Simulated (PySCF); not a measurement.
Cartesian coordinates in Å; atom numbers follow the order of the lines, from 1:
```xyz
12

B     1.7914   -0.0945    0.7558
B     0.8436   -0.2772   -0.5872
C    -0.6987   -0.0328   -0.7380
C    -1.4893    0.4284    0.4803
H     2.0042   -1.0083    1.5250
H     2.3597    0.9475    1.0094
H     1.4275   -0.6511   -1.5932
H    -1.1186   -0.9688   -1.1578
H    -0.8104    0.6792   -1.5807
H    -1.4175   -0.3010    1.3027
H    -1.1084    1.3882    0.8638
H    -2.5594    0.5660    0.2590
```

Geometry: PBE0-D3(BJ)/def2-SVP; GIAO absolute shieldings from PySCF, gas phase, non-relativistic, averaged over equivalent atoms.

At PBE0/6-31G (52 basis functions, 3.4 s wall time on 1 thread of an Arm Neoverse V1, shared host):
```tsv
atoms	σ (ppm)
B1	12.7
B2	15.4
C3	171.1
C4	183.9
H5/H6	21.70
H7	22.66
H8/H9	30.47
H10/H11/H12	31.26
```

Task: Estimate the result of repeating the calculation with BHandHLYP/pcSseg-2.

Result: 
```json
{"atoms": "B1", "σ at BHandHLYP/pcSseg-2": "-6.3", "change": "-19.0"}
{"atoms": "B2", "σ at BHandHLYP/pcSseg-2": "-5.7", "change": "-21.1"}
{"atoms": "C3", "σ at BHandHLYP/pcSseg-2": "156.0", "change": "-15.1"}
{"atoms": "C4", "σ at BHandHLYP/pcSseg-2": "168.8", "change": "-15.1"}
{"atoms": "H5/H6", "σ at BHandHLYP/pcSseg-2": "22.08", "change": "+0.38"}
{"atoms": "H7", "σ at BHandHLYP/pcSseg-2": "22.83", "change": "+0.17"}
{"atoms": "H8/H9", "σ at BHandHLYP/pcSseg-2": "29.75", "change": "-0.72"}
{"atoms": "H10/H11/H12", "σ at BHandHLYP/pcSseg-2": "30.29", "change": "-0.97"}
```

The largest change is at B2 (boron bonded to C, B, H). Cost: 256 basis functions, 24 s wall time on 1 thread of an Arm Neoverse V1, shared host.

A carbon bonded to boron is broadened by the quadrupolar boron nucleus and is often missing from a measured spectrum.
